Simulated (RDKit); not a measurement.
RDKit input (UFF):

```python
from rdkit import Chem
from rdkit.Chem import AllChem, rdDetermineBonds

mol = Chem.MolFromXYZFile('mol.xyz')
rdDetermineBonds.DetermineBonds(mol, charge=-1)
print('SMILES', Chem.MolToSmiles(Chem.RemoveHs(mol)))
ff = AllChem.UFFGetMoleculeForceField(mol)
e0 = ff.CalcEnergy()
flag = ff.Minimize(maxIts=5000, forceTol=1e-5)
print(f'energy {e0:.4f} -> {ff.CalcEnergy():.4f} kcal/mol, converged: {flag == 0}')
print(Chem.MolToXYZBlock(mol))
```
mol.xyz:
```
10

O     -0.50769900    -1.83231500     0.14527100
Si    -0.44246900    -0.28539800     0.07857200
O     -1.05433200     0.64038500     1.35312600
O     -1.27354900     0.42296900    -1.23102900
Si     1.78420100     0.50641800    -0.13197900
H     -1.73700600     1.23499700     1.02861700
H     -1.49799300    -0.28191100    -1.84657100
H      1.95653500     1.99285100    -0.27352800
H      2.67136900     0.15709500     1.02407600
H      2.50749500    -0.04561800    -1.32384200
```

Output:

```
SMILES [O-][Si](O)(O)[SiH3]
energy 25.7100 -> -0.6853 kcal/mol, converged: True
10

O     -0.396204   -1.853434    0.527598
Si    -0.441073   -0.180395    0.148630
O     -1.097566    0.687141    1.476183
O     -1.421399    0.067163   -1.238760
Si     1.633056    0.542422   -0.261908
H     -1.125460    1.629131    1.171769
H     -1.000465   -0.484065   -1.945674
H      1.594027    1.977161   -0.581049
H      2.470178    0.324953    0.927127
H      2.191458   -0.200604   -1.401202
```

The dipole moment of an ion depends on the origin.

The geometry given is a B3LYP-D3(BJ)/def2-TZVP minimum.
